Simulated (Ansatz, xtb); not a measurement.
**Relative energy of two isomers of C9H7N**

Structure a is `c1ccc2cnccc2c1`, a singlet and structure b is `c1ccc2ncccc2c1`, a singlet. Both are isolated molecules in the gas phase, relaxed with r2SCAN-D4/def2-SVP.

Question: Estimate which is lower in electronic energy at CCSD(T)/def2-SVP, and by roughly how much.

Answer: Too close to call at this level: CCSD(T)/def2-SVP gives E(b) − E(a) = −0.99 kcal/mol.

The same difference at several levels:

```tsv
level	geometry	E(b) − E(a) (kcal/mol)	departure from the last row (kcal/mol)	job, with rough time for the two
GFN2-xTB	GFN2-xTB	−0.38	+0.61	optimisation, 0.14 s
HF/STO-3G	GFN2-xTB	−0.47	+0.52	single point, 0.56 s
r2SCAN-D4/def2-SVP//GFN2-xTB	GFN2-xTB	−1.34	−0.34	single point, 3.5 s
r2SCAN-D4/def2-SVP	r2SCAN-D4/def2-SVP	−1.29	−0.29	optimisation, 22 s
HF/def2-SVP	r2SCAN-D4/def2-SVP	−1.10	−0.11	part of the CCSD(T) run
MP2/def2-SVP	r2SCAN-D4/def2-SVP	−1.14	−0.14	part of the CCSD(T) run
CCSD(T)/def2-SVP	r2SCAN-D4/def2-SVP	−0.99		single point, 1.8 min
```

As drawn, both hold the same kinds of bond in the same numbers.

The largest departure from CCSD(T)/def2-SVP is that of GFN2-xTB, 0.61 kcal/mol. MP2 in a larger basis moves the difference by 0.0 kcal/mol, a step that isn't added because spin contamination makes open-shell MP2 unreliable in this search.

With thermal terms from frequencies at re-optimised GFN2-xTB minima (ideal gas, soft modes damped towards free rotors, one conformer each, 298.15 K, 1 atm): the zero-point term adds −0.02 kcal/mol; ΔH is −1.02 and ΔG −0.98 kcal/mol.

Tabulated enthalpies of formation at 298 K are 204.6 kJ/mol for a (CRC Handbook of Chemistry and Physics) and 200.5 kJ/mol for b (CRC Handbook of Chemistry and Physics), a difference of −0.98 kcal/mol. Calculated less tabulated ΔH, with the same thermal term: GFN2-xTB +0.57, HF/STO-3G +0.48, r2SCAN-D4/def2-SVP//GFN2-xTB −0.39, r2SCAN-D4/def2-SVP −0.34, HF/def2-SVP −0.15, MP2/def2-SVP −0.19, CCSD(T)/def2-SVP −0.04 kcal/mol. Handbook values carry no stated uncertainty.

The correlated steps freeze 10 core orbitals. Programs: Ansatz 0.2.0, xtb 6.7.1; the last row on 4 threads of Intel(R) Xeon(R) Platinum 8488C (Sapphire Rapids) on a shared host.
